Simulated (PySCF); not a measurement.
# Kr⁺ (krypton, charge +1): LDA calculation

Configuration: [Ar] 3d10 4s2 4p5, 2P determinant. Computed with PySCF 2.14 in cc-pVDZ-DK (5s4p2d, 27 functions), with the spin-free X2C one-electron Hamiltonian (Gaussian nucleus).

| Item | Value |
| --- | --- |
| Total energy | -2785.492 hartree |
| One-electron energy | -3859.894 hartree |
| Hartree (Coulomb) energy | 1167.479 hartree |
| Exchange-correlation energy | -93.078 hartree |
| ⟨S²⟩ | 0.7505 |
| ⟨L²⟩ | 2.006 |
| Sum of ⟨r⟩ | 23.52 bohr |
| Sum of ⟨r²⟩ | 31.73 bohr² |
| Traceless quadrupole moment −½Σ⟨3z² − r²⟩ along its main axis | 1.53 e·bohr² |
| Langevin diamagnetic susceptibility | -25.1 ×10⁻⁶ cm³/mol |
| Time after the integrals | 0.23 s of wall time on 1 thread of Neoverse-N1 (shared host) |

```
shell  electrons  mean orbital energy (eV)  spread (eV)  rms radius, mean of both spins (bohr)
 1s α          1                  -14128.4            0                                 0.0478
 1s β          1                  -14128.3            0                                 0.0478
 2s α          1                   -1872.6            0                                  0.199
 2s β          1                   -1872.5            0                                  0.199
 2p α          3                   -1659.3        0.269                                  0.177
 2p β          3                   -1659.2        0.172                                  0.177
 3s α          1                   -274.90            0                                  0.569
 3s β          1                   -274.79            0                                  0.569
 3p α          3                   -206.91        0.754                                  0.585
 3p β          3                   -206.78        0.590                                  0.585
 3d α          5                   -93.751        0.741                                  0.617
 3d β          5                   -93.592        0.546                                  0.617
 4s α          1                   -34.647            0                                   1.64
 4s β          1                   -33.760            0                                   1.64
 4p α          3                   -20.121        1.431                                   1.98
 4p β          2                   -19.191            0                                   1.98
```

Densities and radii are taken from the X2C orbitals without a picture-change correction, which distorts them close to the nucleus.
